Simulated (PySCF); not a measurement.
H9PSi3, charge -1, doublet, at a GFN2-xTB geometry (a state made from the parent by changing its charge; the spin is typed, not shown lowest); HF/def2-SV(P) (PySCF).

Input for PySCF:
```python
from pyscf import gto, scf

mol = gto.Mole()
mol.atom = '''
    Si   -0.68699077    1.65572877   -0.88460613
    P     0.40901411   -0.22021910   -0.72392381
    Si    1.53381925    0.08784400    1.52792075
    Si   -1.18336805   -1.55666879   -0.07416283
    H     0.01777200    2.53528288   -1.82662732
    H    -0.86366762    2.43370020    0.35868496
    H    -2.04760564    1.47403821   -1.41671503
    H     2.65455238    0.88221085    0.99493559
    H     1.98164421   -1.31630438    1.58815210
    H     1.60629184    0.45213044    2.98614720
    H    -0.84100581   -2.92805252   -0.47388882
    H    -2.48019588   -1.24755869   -0.69724061
    H    -1.45144314   -1.59881614    1.37728382
'''
mol.basis = 'def2-sv(p)'
mol.charge = -1
mol.spin = 1
mol.verbose = 4
mol.build()

mf = scf.UHF(mol)
mf.kernel()
```

### Question
What does PySCF print? Leave out banner, timings and long lists.

### Answer

```
PySCF version 2.14.0

[INPUT] verbose = 4
[INPUT] num. atoms = 13
[INPUT] num. electrons = 67
[INPUT] charge = -1
[INPUT] spin (= nelec alpha-beta = 2S) = 1
[INPUT] symmetry False subgroup None
[INPUT] Mole.unit = angstrom
[INPUT] Symbol           X                Y                Z      unit          X                Y                Z       unit  Magmom
[INPUT]  1 Si    -0.686990770000   1.655728770000  -0.884606130000 AA   -1.298224405404   3.128873911863  -1.671663313811 Bohr   0.0
[INPUT]  2 P      0.409014110000  -0.220219100000  -0.723923810000 AA    0.772924648983  -0.416153786398  -1.368017735952 Bohr   0.0
[INPUT]  3 Si     1.533819250000   0.087844000000   1.527920750000 AA    2.898498307086   0.166001101686   2.887351757540 Bohr   0.0
[INPUT]  4 Si    -1.183368050000  -1.556668790000  -0.074162830000 AA   -2.236241519061  -2.941677679758  -0.140147437323 Bohr   0.0
[INPUT]  5 H      0.017772000000   2.535282880000  -1.826627320000 AA    0.033584212686   4.790990291499  -3.451825366448 Bohr   0.0
[INPUT]  6 H     -0.863667620000   2.433700200000   0.358684960000 AA   -1.632095264455   4.599026847299   0.677816339401 Bohr   0.0
[INPUT]  7 H     -2.047605640000   1.474038210000  -1.416715030000 AA   -3.869413870715   2.785528514044  -2.677203403255 Bohr   0.0
[INPUT]  8 H      2.654552380000   0.882210850000   0.994935590000 AA    5.016376981512   1.667136890620   1.880155776683 Bohr   0.0
[INPUT]  9 H      1.981644210000  -1.316304380000   1.588152100000 AA    3.744764833230  -2.487454774765   3.001172513153 Bohr   0.0
[INPUT] 10 H      1.606291840000   0.452130440000   2.986147200000 AA    3.035451653724   0.854402704179   5.643000375637 Bohr   0.0
[INPUT] 11 H     -0.841005810000  -2.928052520000  -0.473888820000 AA   -1.589270650068  -5.533217341143  -0.895520083293 Bohr   0.0
[INPUT] 12 H     -2.480195880000  -1.247558690000  -0.697240610000 AA   -4.686890948475  -2.357544248421  -1.317593795825 Bohr   0.0
[INPUT] 13 H     -1.451443140000  -1.598816140000   1.377283820000 AA   -2.742830019979  -3.021324628134   2.602689215595 Bohr   0.0

nuclear repulsion = 339.847070215799
number of shells = 50
number of NR pGTOs = 180
number of NR cGTOs = 90
basis = def2-sv(p)
ecp = {}

******** <class 'pyscf.scf.uhf.UHF'> ********
method = UHF
initial guess = minao
damping factor = 0
level_shift factor = 0
DIIS = <class 'pyscf.scf.diis.CDIIS'>
diis_start_cycle = 1
diis_space = 8
diis_damp = 0
SCF conv_tol = 1e-09
SCF conv_tol_grad = None
SCF max_cycles = 50
direct_scf = True
direct_scf_tol = 1e-13
number electrons alpha = 34  beta = 33
Set gradient conv threshold to 3.16228e-05
init E= -1211.98939245957

cycle= 1 E= -1212.2817402865  delta_E= -0.292  |g|= 0.213  |ddm|= 2.61
cycle= 2 E= -1212.32970593059  delta_E= -0.048  |g|= 0.0722  |ddm|= 0.496
cycle= 3 E= -1212.33608010264  delta_E= -0.00637  |g|= 0.0317  |ddm|= 0.241
cycle= 4 E= -1212.33746585586  delta_E= -0.00139  |g|= 0.00843  |ddm|= 0.0956
cycle= 5 E= -1212.3376885793  delta_E= -0.000223  |g|= 0.00363  |ddm|= 0.0567
cycle= 6 E= -1212.33773804963  delta_E= -4.95e-05  |g|= 0.00139  |ddm|= 0.0306
cycle= 7 E= -1212.33774538209  delta_E= -7.33e-06  |g|= 0.000646  |ddm|= 0.0103
cycle= 8 E= -1212.33774686249  delta_E= -1.48e-06  |g|= 0.000254  |ddm|= 0.00494
cycle= 9 E= -1212.3377471128  delta_E= -2.5e-07  |g|= 9.44e-05  |ddm|= 0.00202
cycle= 10 E= -1212.33774714458  delta_E= -3.18e-08  |g|= 3.48e-05  |ddm|= 0.00072
cycle= 11 E= -1212.33774714895  delta_E= -4.37e-09  |g|= 1.17e-05  |ddm|= 0.000296
cycle= 12 E= -1212.33774714936  delta_E= -4.13e-10  |g|= 4.99e-06  |ddm|= 8.59e-05
Extra cycle  E= -1212.33774714942  delta_E= -5.09e-11  |g|= 3.1e-06  |ddm|= 2.04e-05
converged SCF energy = -1212.33774714942  <S^2> = 0.76446556  2S+1 = 2.0144136
```
